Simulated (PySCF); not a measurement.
## Two-component Hartree-Fock for Re⁷³⁺ (rhenium, charge +73)

Start: 1s2. Calculated with PySCF 2.14 in an uncontracted even-tempered set (16 s from 27 bohr⁻², ratio 2.6; 13 p from 35 bohr⁻², ratio 2.6; 6 d from 36 bohr⁻², ratio 2.8; 3 f from 1500 bohr⁻², ratio 2.8): generalised Hartree-Fock with the X2C-1e Hamiltonian and a Gaussian nucleus; spin-orbit coupling (SO) screened by Boettger's factors.

```json
{"spinor shell": "1s1/2", "electrons": "2", "ε, screened SO (eV)": "-81765.2", "weight of nominal j (screened SO)": "1.000", "rms radius, screened SO (bohr)": "0.0203"}
```

```tsv
quantity	screened SO
E (hartree)	-6065.69329
M_J	0
⟨J²⟩	0.000
⟨L²⟩	0.000
⟨S²⟩	0.000
```

Breit and QED terms are absent; they matter most for the inner s and p1/2 levels.

Densities and radii are taken from the X2C orbitals without a picture-change correction, which distorts them close to the nucleus.
